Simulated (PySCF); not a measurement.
C3H9In. Atoms are numbered in the order given.

```xyz
13

In    -0.0065     0.0029     0.0040
C     -1.4669    -1.5888    -0.1387
H     -1.1704    -2.2886    -0.9383
H     -2.4650    -1.1994    -0.3922
H     -1.5353    -2.1631     0.7978
C     -0.2065     1.7915    -1.1995
H      0.6036     1.8342    -1.9464
H     -0.1160     2.6917    -0.5705
H     -1.1684     1.8295    -1.7321
C      1.6959    -0.2123     1.3252
H      2.1265     0.7623     1.6008
H      2.4831    -0.7965     0.8193
H      1.4232    -0.7539     2.2443
```

Coordinates come from a ωB97X-D3(BJ)/def2-SVP optimisation. The isomer is the one that the SMILES or the coordinates give; other isomers of the formula were not compared. The def2 effective core potentials stand for the cores of In; spin–orbit coupling is left out.

These are M06-2X/def2-TZVP run with PySCF values and carry that method's errors.

The molecule is in vacuum.

Computed frontier levels, gap, dipole moment and polarisability:
- highest occupied level: -8.11 eV
- lowest empty level: -0.49 eV
- orbital gap: 7.62 eV
- dipole moment: 0.02 D
- quadrupole, principal values (traceless, Buckingham form, about the centre of nuclear charge): -3.73, -3.68, 7.42 D·Å
- mean static polarisability: 74.9 bohr³ (11.10 Å³)
- polarisability, principal values: 56.7, 83.6, 84.3 bohr³
